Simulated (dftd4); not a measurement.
CH₂N, charge +1, singlet, at a GFN2-xTB geometry; D4 for hf in dftd4 4.2.0.

The dftd4 input:
```
$ dftd4 mol.xyz --func hf --charge 1 --json dftd4.json --noedisp --property

# file mol.xyz
4

C     -0.00000000    -0.00000000    -0.60033760
N      0.00000000     0.00000000     0.53266898
H     -0.00000000    -0.00000000    -1.67489223
H      0.00000000     0.00000000     1.54823496
```

What the program printed (banner, timings and long lists left out):

```
                    ____  _____ _____     ____  _  _
      -------------|  _ \|  ___|_   _|---|  _ \| || |------------
     |             | | | | |_    | | ___ | | | | || |_           |
     |             | |_| |  _|   | ||___|| |_| |__   _|          |
     |             |____/|_|     |_|     |____/   |_|            |
     |             ===================================           |
     |            E. Caldeweyher, S. Ehlert & S. Grimme          |
     |          Mulliken Center for Theoretical Chemistry        |
     |                    University of Bonn                     |
      -----------------------------------------------------------

Rational (Becke-Johnson) damping: hf-D4-ATM
---------------------
  s6         1.0000
  s8         1.6168
  s9         1.0000
  a1         0.4496
  a2         3.3574
 alp        16.0000
--------------------

Atomic data, radii in Ångström:
------------------------------------------------------
   Z          R(cov)      r4/r2   hardness         EN
------------------------------------------------------
   6 C        1.0000     1.6431     0.4220     2.5500
   7 N        0.9467     1.4350     0.5044     3.0400
   1 H        0.4267     1.0622     0.4726     2.2000
------------------------------------------------------

Atomic reference systems (in atomic units):
----------------------------------------------------------------------------
   Z        #      CN     q+Z       C6(AA)   #      CN     q+Z       C6(AA)
----------------------------------------------------------------------------
   6 C      1  0.0000  6.0000      49.3833   2  0.9189  5.8288      52.1688
            3  1.9079  5.8579      35.6972   4  2.8312  5.7775      35.8445
            5  3.7487  5.7435      28.6317   6  2.9183  5.8956      32.2504
            7  0.8556  6.2103      25.6194
   7 N      1  0.0000  7.0000      25.3714   2  0.8583  6.6470      32.5496
            3  1.8399  6.6987      28.5877   4  2.5804  6.1757      42.3910
            5  0.9809  7.0000      18.1534
   1 H      1  0.0000  1.0000       7.6362   2  0.8942  1.0000       3.0374
----------------------------------------------------------------------------

Atomic properties (in atomic units):
----------------------------------------------------------------------------
     #    Z              CN          q      C6(AA)        C8(AA)   alpha(0)
----------------------------------------------------------------------------
     1    6 C        1.8366     0.4367     22.2906      644.6826     7.6185
     2    7 N        1.7704    -0.2298     26.6600      588.1409     7.6731
     3    1 H        0.9261     0.3244      0.6406        7.7439     1.2516
     4    1 H        0.8599     0.4687      0.3723        4.5007     0.9558
----------------------------------------------------------------------------

Molecular properties (in atomic units):
----------------------------------------
 molecular C6                 127.2955
 molecular C8                2968.8458
----------------------------------------

Dispersion energy:      -3.0390806272992E-03 Eh

[Info] JSON dump of results written to 'dftd4.json'
```
